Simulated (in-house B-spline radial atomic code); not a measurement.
Ionising K IX (K8+) with different functionals

Computed with a B-spline radial code for spherical atoms: non-relativistic Hamiltonian, point nucleus, spin-polarised at highest spin, spherical fractional occupations for the functionals, the average over the highest-spin determinants for Hartree-Fock. The ionisation energy is the difference of two self-consistent energies, [Ne] 3s1 → [He] 2s2 2p6, without Breit or QED terms; ε is the level of the shell that loses the electron (its least bound occupied spin orbital).

| method | rung | ΔSCF (eV) | -ε(3s) (eV) |
| --- | --- | --- | --- |
| Hartree-Fock | Hartree-Fock | 174.62 | 174.66 |
| HF fractional | Hartree-Fock | 174.62 | 174.66 |
| LDA VWN5 | LDA | 175.94 | 166.93 |
| LDA PW92 | LDA | 175.93 | 166.93 |
| LDA exchange-only | LDA | 174.79 | 165.81 |
| PBE | GGA | 176.20 | 166.88 |
| PBEsol | GGA | 175.69 | 166.74 |
| BLYP | GGA | 176.66 | 167.09 |
| RPBE | GGA | 176.06 | 166.75 |
| PW91 | GGA | 176.32 | 167.07 |
| BP86 | GGA | 175.66 | 166.96 |
| AM05 | GGA | 175.46 | 166.70 |
| OLYP | GGA | 176.12 | 166.84 |
| TPSS | meta-GGA | 175.60 | 166.88 |
| SCAN | meta-GGA | 175.07 | 167.33 |
| r2SCAN | meta-GGA | 174.95 | 167.25 |
| M06-L | meta-GGA | 173.88 | 166.68 |
| revTPSS | meta-GGA | 175.35 | 166.86 |
| PBE0 | global hybrid | 175.89 | 168.97 |
| B3LYP | global hybrid | 176.51 | 168.88 |
| TPSSh | global hybrid | 175.53 | 167.70 |
| M06-2X | global hybrid | 175.76 | 171.76 |
| BHandHLYP | global hybrid | 176.17 | 171.20 |
| r2SCAN0 | global hybrid | 175.03 | 169.26 |
| B97-1 | global hybrid | 175.40 | 168.35 |
| HSE06 | range-separated hybrid | 175.94 | 168.64 |
| wB97X | range-separated hybrid | 173.86 | 171.42 |
| CAM-B3LYP | range-separated hybrid | 176.49 | 170.84 |
| LC-wPBE | range-separated hybrid | 176.19 | 172.31 |

(1) Among the functionals, which spreads more, the ΔSCF values or the orbital energies?

(2) How do they compare with the NIST value?

## Answers

(1) The orbital energies: ΔSCF values span about 2.80 eV and the orbital energies 6.50 eV.

(2) NIST lists 175.817 eV ± 0.0025 (semi-empirical, ground level to ground level). Errors run from -1.96 to +0.84 eV; M06-2X is closest (-0.06 eV), but part of that can be cancellation, since the calculations leave out relativity, Breit-QED terms. Hartree-Fock also lacks correlation.
